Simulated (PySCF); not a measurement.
## Calculated NMR parameters of CN(C)[SiH2]O[SiH2]O[SiH3]

```
Formula                               : C2H13NO2Si3
SMILES                                : CN(C)[SiH2]O[SiH2]O[SiH3]
InChI                                 : InChI=1S/C2H13NO2Si3/c1-3(2)7-5-8-4-6/h7-8H2,1-2,6H3
Point group of the computed structure : C1
Degrees of unsaturation               : 0
Carbon signals                        : 1
Proton signals                        : 4
```

Mapped SMILES: `[CH3:1][N:2]([CH3:3])[SiH2:4][O:5][SiH2:6][O:7][SiH3:8]`; H(Xn) means a hydrogen on atom n.

Computational details: shieldings: GIAO PBE0/pcSseg-1, GFN2-xTB structure, in PySCF (a single conformation, no relativistic terms, one averaged value for each set of equivalent atoms, isolated molecule).

References, each an isolated molecule treated in the same way: TMS for ¹H (σref 31.72), ¹³C (σref 186.93), ²⁹Si (σref 349.16); ¹⁵N (σref 267.73) vs NH3; ¹⁷O (σref 336.08) against H2O.

```tsv
carbon	δC, type	δH (multiplicity)	HMBC from (2–3 bonds)	span of the C tensor (ppm)
C1/C3	37.8, CH3	2.65 (s)	H(Si4), H(C1)/H(C3)	61
```

Other nuclei:
| atoms | nucleus | environment | δ (ppm) | σ (ppm) |
| --- | --- | --- | --- | --- |
| H(Si8) | ¹H | hydrogen on a silicon bonded to O | 5.23 | 26.48 |
| H(Si4) | ¹H | hydrogen on a silicon bonded to N, O | 5.09 | 26.63 |
| H(Si6) | ¹H | hydrogen on a silicon bonded to 2 O | 4.99 | 26.73 |
| Si4 | ²⁹Si | silicon bonded to N, O, 2 H | -39.7 | 388.9 |
| Si8 | ²⁹Si | silicon bonded to O, 3 H | -46.9 | 396.0 |
| Si6 | ²⁹Si | silicon bonded to 2 O, 2 H | -52.8 | 401.9 |
| N2 | ¹⁵N | nitrogen bonded to 2 C, Si | 24.4 | 243.3 |
| O5 | ¹⁷O | oxygen bonded to 2 Si | 73.2 | 262.9 |
| O7 | ¹⁷O | oxygen bonded to 2 Si | 41.4 | 294.7 |

Carbon types of the structure: 2 × CH3, leaving 7 H on heteroatoms. δC 37.8: methyl carbon bonded to N; the inductive effect lowers its shielding. δH 5.23: hydrogen on a silicon bonded to O. δH 5.09: hydrogen on a silicon bonded to N, O. δH 4.99: hydrogen on a silicon bonded to 2 O. δH 2.65: hydrogen on a methyl carbon bonded to N; its carbon carries N, which withdraws density.

Shifts are as computed. Against solution values, carbons near 30 ppm lie about +3 ppm off and those near 130 ppm about +5 ppm. Of 1211 compounds with measured shifts, 218 miss one by over three times the rms of a fit or turn the order of signals round; such compounds aren't used in these exercises. Experimental scales use liquid or dissolved standards, which lie at an offset from isolated NH3 (liquid NH3: subtract about 20 ppm) and H2O (liquid H2O: subtract about 36 ppm). Multiplicities follow the n + 1 count of equivalent neighbours, as no J values were calculated; m marks all less simple cases, F and P coupling included.
